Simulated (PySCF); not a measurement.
# Two-dimensional NMR puzzle

Compound of formula C$_{6}$H$_{12}$OSi. Correlations simulated from computed shifts and the bond graph:

HSQC (one-bond C–H):
```tsv
δH	δC
7.06	154.3
6.36	140.6
2.76	35.8
2.14	23.3
0.70	4.4
```

COSY cross peaks (H two or three bonds apart, from the bond graph; peaks can be absent where the dihedral angle is near 90°):
```tsv
δH	δH
7.06	6.36
7.06	2.14
4.14	0.70
2.76	0.70
```

HMBC (two and three bonds, from the bond graph):
```tsv
δH	δC
7.06	208.4, 140.6, 23.3
6.36	208.4, 154.3, 35.8, 23.3
4.14	35.8, 4.4
2.76	208.4, 140.6, 4.4
2.14	154.3, 140.6
0.70	208.4, 35.8
```

Carbons without hydrogens: δ 208.4.

Single conformer, equivalent nuclei averaged, in vacuum, non-relativistic Hamiltonian. Structure optimised with GFN2-xTB; NMR shieldings at PBE0/pcSseg-1/GIAO; PySCF 2.14.0 with density-fitted response routines.

Scale: $^{1}$H and $^{13}$C against TMS (reference shieldings calculated alike).

Exchangeable hydrogens are left out of these lists.

Work out the connectivity.

Results:

SMILES C/C=C/C(=O)CC[SiH3].

Structure with atom numbers: `[CH3:1]/[CH:2]=[CH:3]/[C:4](=[O:5])[CH2:6][CH2:7][SiH3:8]`; H(Xn) means a hydrogen on atom n.

1. δC 208.4 is C4, a ketone carbonyl carbon.
2. δC 154.3 is C2, a β carbon of a C=C–C=O unit (δH 7.06).
3. δC 140.6 is C3, an α carbon of a C=C–C=O unit (δH 6.36).
4. δC 35.8 is C6, an sp3 CH2 α to a carbonyl (δH 2.76).
5. δC 23.3 is C1, an allylic methyl carbon (δH 2.14).
6. δC 4.4 is C7, an sp3 CH2 bonded to Si (δH 0.70).
7. HMBC from δH 7.06 reaches the proton-free carbon C4.
8. HMBC from δH 6.36 reaches the proton-free carbon C4.
9. HMBC from δH 2.76 reaches the proton-free carbon C4.
10. HMBC from δH 0.70 reaches the proton-free carbon C4.
11. COSY links 7.06–6.36, 7.06–2.14, 4.14–0.70, 2.76–0.70.

The shifts were computed for this structure.

Shifts are as computed. Against solution values, carbons near 30 ppm lie about +3 ppm off and those near 130 ppm about +5 ppm. Of 1309 compounds with measured shifts, 239 miss one by over three times the rms of a fit or turn the order of signals round; such compounds aren't used in these exercises.
